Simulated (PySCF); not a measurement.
# Computed records: CH6AlBGe, BClGeH4N, B2GeH5O, BGeH6Si and others

Computed with PySCF 2.14.0. Calculation on a computer-drawn molecule: the log of a Hartree-Fock and frozen-core CCSD(T) single point meant for a local Hartree-Fock minimum, with one planted fault or none, to be diagnosed. Offsets are logged minus clean, where the clean run is the same molecule without the fault. The reference is restricted for singlets and unrestricted otherwise, and also for a bond in bohr or an excited solution. Adding or removing an electron swaps singlet and doublet. The excited solution moves the top pair (singlet) or top alpha electron (doublet) to the lowest empty orbital. Highest occupied and lowest empty are orbital energies over both spins, largest force is the largest gradient component, triples share is (T) over the correlation energy, the T1 limit is 0.02 restricted and 0.045 unrestricted, electrons count all cores, a negative frequency is imaginary (commonest isotopes), and the dipole is about the centre of nuclear charge; on germanium a core potential holds 10 electrons, which the energies leave out, and 3d is frozen in MP2 and coupled-cluster steps.

Common to all runs: meant multiplicity 1; logged SCF converged yes; possible faults no fault, one electron removed, one electron added, multiplicity raised by two, geometry at a saddle point, SCF held on an excited solution, minimal basis STO-3G, one bond length entered in bohr, all coordinates scaled.

```yaml
- entry: 1
  formula: CH6AlBGe
  logged_structure:
    atoms_angstrom:
      - [B, -0.9806, -2.352, 1.2229]
      - [Al, 0.654, -1.0398, 0.7169]
      - [C, 1.5782, -1.1565, -0.9704]
      - [Ge, 1.1685, -2.336, -2.2315]
      - [H, -0.8249, -3.4042, 1.7919]
      - [H, -2.1326, -2.0864, 0.9834]
      - [H, 1.12, 0.0648, 1.7641]
      - [H, 2.4034, -0.4932, -1.2243]
      - [H, 0.0428, -3.35, -2.0631]
      - [H, 1.8626, -2.4746, -3.5819]
  given:
    meant_charge: 0
    meant_basis: "cc-pV(D+d)Z"
    meant_basis_and_core_potential_on_germanium: "cc-pVDZ-PP ECP10MDF"
    logged_electrons: 63
    logged_basis_functions: 104
    logged_spin_squared: 0.9385
    "logged_highest_occupied [eV]": 0.0057089
    "logged_lowest_empty [eV]": 5.7093
    "logged_largest_force [hartree/bohr]": 0.038697
    logged_T1_diagnostic: 0.03195
    logged_D1_diagnostic: 0.14326
    logged_triples_share: 0.034334
    logged_CC_converged: "yes"
    "logged_dipole_magnitude [debye]": 4.5922
    logged_SCF_stable_within_its_kind: "yes"
    "logged_energy_HF [hartree]": -601.22547
    "logged_energy_CCSD(T) [hartree]": -601.68924
    drawn_bonds_atom: [1, 2, 3, 1, 1, 2, 3, 4, 4]
    drawn_bonds_other_atom: [2, 3, 4, 5, 6, 7, 8, 9, 10]
    drawn_bonds_order: [1, 1, 2, 1, 1, 1, 1, 1, 1]
  results:
    planted_fault: "one electron added"
    "HF_energy_offset_from_clean_run [kcal/mol]": 11.39
    "CCSD(T)_energy_offset_from_clean_run [kcal/mol]": 2.03
  notes: ["highest electron not bound in this basis"]
- entry: 2
  formula: BClGeH4N
  logged_structure:
    atoms_angstrom:
      - [B, -1.576, 0.7943, -0.9801]
      - [Ge, -0.6307, -0.2338, 0.5903]
      - ["N", 0.7285, -1.306, 0.5053]
      - [Cl, -1.3248, -0.0174, 2.5436]
      - [H, -1.1592, 1.8764, -1.2268]
      - [H, -2.4786, 0.2348, -1.5071]
      - [H, 1.2019, -1.5361, -0.3512]
      - [H, 1.1163, -1.7576, 1.3169]
  given:
    meant_charge: 1
    meant_basis: "cc-pV(D+d)Z"
    meant_basis_and_core_potential_on_germanium: "cc-pVDZ-PP ECP10MDF"
    logged_electrons: 63
    logged_basis_functions: 94
    logged_spin_squared: 0.7605
    "logged_highest_occupied [eV]": -22.682
    "logged_lowest_empty [eV]": -13.245
    "logged_largest_force [hartree/bohr]": 0.10763
    logged_T1_diagnostic: 0.034
    logged_D1_diagnostic: 0.20598
    logged_triples_share: 0.02925
    logged_CC_converged: "yes"
    "logged_dipole_magnitude [debye]": 7.8179
    logged_SCF_stable_within_its_kind: "yes"
    "logged_energy_HF [hartree]": -833.5761
    "logged_energy_CCSD(T) [hartree]": -834.05474
    drawn_bonds_atom: [1, 2, 2, 1, 1, 3, 3]
    drawn_bonds_other_atom: [2, 3, 4, 5, 6, 7, 8]
    drawn_bonds_order: [1, 1, 1, 1, 1, 1, 1]
  results:
    planted_fault: "one electron removed"
    "HF_energy_offset_from_clean_run [kcal/mol]": 342.9
    "CCSD(T)_energy_offset_from_clean_run [kcal/mol]": 368.2
- entry: 3
  formula: BClGeH4N
  logged_structure:
    atoms_angstrom:
      - [B, -1.576, 0.7943, -0.9801]
      - [Ge, -0.6307, -0.2338, 0.5903]
      - ["N", 0.7285, -1.306, 0.5053]
      - [Cl, -1.3248, -0.0174, 2.5436]
      - [H, -1.1592, 1.8764, -1.2268]
      - [H, -2.4786, 0.2348, -1.5071]
      - [H, 1.2019, -1.5361, -0.3512]
      - [H, 1.1163, -1.7576, 1.3169]
  given:
    meant_charge: 1
    meant_basis: "cc-pV(D+d)Z"
    meant_basis_and_core_potential_on_germanium: "cc-pVDZ-PP ECP10MDF"
    logged_electrons: 64
    logged_basis_functions: 94
    logged_spin_squared: 0.0
    "logged_highest_occupied [eV]": -9.2385
    "logged_lowest_empty [eV]": -12.185
    "logged_largest_force [hartree/bohr]": 0.24584
    logged_CC_converged: "no"
    "logged_dipole_magnitude [debye]": 7.1139
    logged_SCF_stable_within_its_kind: "no"
    "logged_energy_HF [hartree]": -833.48958
    drawn_bonds_atom: [1, 2, 2, 1, 1, 3, 3]
    drawn_bonds_other_atom: [2, 3, 4, 5, 6, 7, 8]
    drawn_bonds_order: [1, 1, 1, 1, 1, 1, 1]
  results:
    planted_fault: "SCF held on an excited solution"
    "HF_energy_offset_from_clean_run [kcal/mol]": 397.2
  notes: ["CCSD not converged"]
- entry: 4
  formula: B2GeH5O
  logged_structure:
    atoms_angstrom:
      - [B, 1.3269, -2.9512, 2.179]
      - [Ge, 0.8175, -1.3933, 0.5943]
      - [B, 1.6489, 0.7831, 0.3067]
      - [O, 2.7387, 1.1797, -0.5466]
      - [H, 2.1945, -3.8759, 1.874]
      - [H, 0.7329, -2.861, 3.3363]
      - [H, -0.4661, -1.8264, -0.3911]
      - [H, 0.9894, 1.6465, 1.0331]
      - [H, 3.2608, 0.4995, -1.1296]
  given:
    meant_charge: 1
    meant_basis: cc-pVDZ
    meant_basis_and_core_potential_on_germanium: "cc-pVDZ-PP ECP10MDF"
    logged_electrons: 54
    logged_basis_functions: 90
    logged_spin_squared: 0.0
    "logged_highest_occupied [eV]": -15.298
    "logged_lowest_empty [eV]": -5.3564
    "logged_largest_force [hartree/bohr]": 0.072605
    logged_T1_diagnostic: 0.020045
    logged_D1_diagnostic: 0.068634
    logged_triples_share: 0.029789
    logged_CC_converged: "yes"
    "logged_dipole_magnitude [debye]": 2.5279
    logged_SCF_stable_within_its_kind: "yes"
    "logged_energy_HF [hartree]": -420.20876
    "logged_energy_CCSD(T) [hartree]": -420.70117
    drawn_bonds_atom: [1, 2, 3, 1, 1, 2, 3, 4]
    drawn_bonds_other_atom: [2, 3, 4, 5, 6, 7, 8, 9]
    drawn_bonds_order: [1, 1, 1, 1, 1, 1, 1, 1]
  results:
    planted_fault: "all coordinates scaled, by +9.6 %"
    "HF_energy_offset_from_clean_run [kcal/mol]": 35.73
    "CCSD(T)_energy_offset_from_clean_run [kcal/mol]": 25.65
  notes: ["T1 above single-reference limit"]
- entry: 5
  formula: BGeH6Si
  logged_structure:
    atoms_angstrom:
      - [B, 1.0003, 2.8896, 0.4708]
      - [Ge, 0.2227, 1.4426, -0.8037]
      - [Si, -1.0262, -0.6138, -0.3066]
      - [H, 0.3073, 3.8135, 0.7586]
      - [H, 2.1098, 2.7406, 0.8747]
      - [H, 0.4798, 1.7165, -2.2856]
      - [H, -1.1586, -0.6685, 1.1543]
      - [H, -0.1728, -1.6661, -0.878]
      - [H, -2.2944, -0.4136, -1.0234]
  given:
    meant_charge: 1
    meant_basis: "cc-pV(D+d)Z"
    meant_basis_and_core_potential_on_germanium: "cc-pVDZ-PP ECP10MDF"
    logged_electrons: 56
    logged_basis_functions: 90
    logged_spin_squared: 2.0323
    "logged_highest_occupied [eV]": -13.044
    "logged_lowest_empty [eV]": -7.826
    "logged_largest_force [hartree/bohr]": 0.038194
    logged_T1_diagnostic: 0.017942
    logged_D1_diagnostic: 0.066725
    logged_triples_share: 0.026043
    logged_CC_converged: "yes"
    "logged_dipole_magnitude [debye]": 1.5425
    logged_SCF_stable_within_its_kind: "yes"
    "logged_energy_HF [hartree]": -610.09327
    "logged_energy_CCSD(T) [hartree]": -610.40375
    drawn_bonds_atom: [1, 2, 1, 1, 2, 3, 3, 3]
    drawn_bonds_other_atom: [2, 3, 4, 5, 6, 7, 8, 9]
    drawn_bonds_order: [1, 1, 1, 1, 1, 1, 1, 1]
  results:
    planted_fault: "multiplicity raised by two"
    "HF_energy_offset_from_clean_run [kcal/mol]": 63.02
    "CCSD(T)_energy_offset_from_clean_run [kcal/mol]": 66.96
- entry: 6
  formula: B2GeH5
  logged_structure:
    atoms_angstrom:
      - [B, -0.4041, 1.6971, -0.2031]
      - [Ge, -1.0098, -0.2342, 0.4978]
      - [B, -2.8673, -0.6656, 1.4736]
      - [H, 0.7406, 1.9199, -0.7952]
      - [H, -1.1951, 2.7248, -0.0463]
      - [H, 0.055, -1.5107, 0.2641]
      - [H, -3.7324, 0.291, 1.6808]
      - [H, -3.2005, -1.8607, 1.8875]
  given:
    meant_charge: -1
    meant_basis: aug-cc-pVDZ
    meant_basis_and_core_potential_on_germanium: "aug-cc-pVDZ-PP ECP10MDF"
    logged_electrons: 48
    logged_basis_functions: 123
    logged_spin_squared: 0.0
    "logged_highest_occupied [eV]": -1.6399
    "logged_lowest_empty [eV]": 3.5674
    "logged_largest_force [hartree/bohr]": 0.033549
    logged_T1_diagnostic: 0.027334
    logged_D1_diagnostic: 0.10072
    logged_triples_share: 0.047386
    logged_CC_converged: "yes"
    "logged_dipole_magnitude [debye]": 0.69519
    logged_SCF_stable_within_its_kind: "yes"
    "logged_energy_HF [hartree]": -345.58533
    "logged_energy_CCSD(T) [hartree]": -345.95911
    drawn_bonds_atom: [1, 2, 1, 1, 2, 3, 3]
    drawn_bonds_other_atom: [2, 3, 4, 5, 6, 7, 8]
    drawn_bonds_order: [1, 1, 1, 1, 1, 1, 1]
  results:
    planted_fault: "all coordinates scaled, by +8.1 %"
    "HF_energy_offset_from_clean_run [kcal/mol]": 21.04
    "CCSD(T)_energy_offset_from_clean_run [kcal/mol]": 15.46
  notes: ["T1 above single-reference limit"]
```
